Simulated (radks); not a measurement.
Spherical jellium clusters: N electrons in a uniform positive sphere of charge N and radius rs N^(1/3), rs = 4.69 bohr. Method: non-relativistic Kohn-Sham, LDA (Slater exchange, Perdew-Wang correlation), spin-polarised, spherical densities; computed with a radial shooting solver with Libxc functionals. Levels are named by radial order and angular momentum (1s, 1p, 1d, 2s, ...), and open shells are averaged over m.

N = 9, configuration 1s2 1p6 1d(up 1, down 0). This is the lowest configuration that the search found. Occupied and some empty levels:

| level | occupation | eigenvalue (eV) | <r> (bohr) |
|---|---|---|---|
| 1s up | 1 | -3.9064 | 6.467 |
| 1s down | 1 | -3.8230 | 6.388 |
| 1p up | 3 | -3.0639 | 7.669 |
| 1p down | 3 | -2.9593 | 7.649 |
| 1d up | 1 | -2.0057 | 8.728 |
| 1d down | 0 | -1.8961 | 8.756 |
| 2s up | 0 | -1.5246 | 8.203 |
| 2s down | 0 | -1.4702 | 8.271 |
| 1f up | 0 | -0.84022 | 9.986 |
| 1f down | 0 | -0.74006 | 10.10 |
| 2p up | 0 | -0.57356 | 11.49 |
| 2p down | 0 | -0.52653 | 11.68 |

Energy (eV): total -15.9623, kinetic 11.649, external -267.22, Hartree 132.11, exchange-correlation -28.061, background 135.56.

Electron density:

| r (bohr) | n(r) (e/bohr^3) |
|---|---|
| 0.315 | 0.001330 |
| 1.50 | 0.001566 |
| 2.69 | 0.002031 |
| 3.88 | 0.002550 |
| 5.06 | 0.002878 |
| 6.25 | 0.002796 |
| 7.43 | 0.002242 |
| 8.62 | 0.001432 |
| 9.81 | 0.0007212 |
| 11.0 | 0.0003021 |
| 12.2 | 0.0001120 |
| 13.4 | 0.00003867 |
| 14.6 | 0.00001290 |
| 15.7 | 4.158e-06 |
